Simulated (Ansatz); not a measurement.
Relaxation of CH₆BFS (10 atoms, charge 0, multiplicity 1), to a largest force component of 0.03 eV/Å in at most 50 steps.

Computed with RHF/def2-SVP (Ansatz 0.2.0).

```xyz
10
Properties=species:S:1:pos:R:3
B -0.160 -0.209 0.071
H -0.283 -0.404 1.243
F 1.081 -0.171 -0.384
C -1.377 -0.108 -0.915
H -1.776 -1.119 -1.061
H -2.189 0.493 -0.499
H -1.097 0.290 -1.892
S 0.001 2.538 1.493
H 1.332 2.471 1.368
H -0.104 1.285 2.035
```

Problem. Where does it end, and by what steps?

Solution. The run converged. The force dipped under the threshold on the way, but the program's further checks kept it going. After 17 steps the energy has fallen by 0.227 eV; H10 moved furthest, 1.15 Å.

```tsv
step	energy less start (eV)	largest force component (eV/Å)	accepted
0	0.0000	1.220	yes
1	-0.1371	0.420	yes
2	-0.1744	0.350	yes
3	-0.2022	0.200	yes
4	-0.2078	0.171	yes
5	-0.2185	0.094	yes
6	-0.2134	0.457	no
7	-0.2196	0.043	yes
8	-0.2232	0.046	yes
9	-0.2170	0.579	no
10	-0.2250	0.056	yes
11	-0.2257	0.129	yes
12	-0.2264	0.052	yes
13	-0.2268	0.024	yes
14	-0.2261	0.108	no
15	-0.2271	0.029	yes
16	-0.2271	0.045	yes
17	-0.2273	0.027	yes
```

```xyz
10
Properties=species:S:1:pos:R:3
B -0.230 -0.465 0.009
H -0.423 -0.990 1.073
F 1.031 -0.205 -0.296
C -1.376 -0.166 -1.021
H -1.790 -1.118 -1.375
H -2.198 0.367 -0.536
H -1.037 0.406 -1.885
S -0.028 2.670 1.629
H 1.178 2.495 1.082
H 0.300 2.071 2.777
```

Whether the end is a true minimum wasn't checked by a vibrational analysis.

The run took 27 s on 1 thread of Arm Neoverse V2 (shared host), peak memory 0.15 GiB.
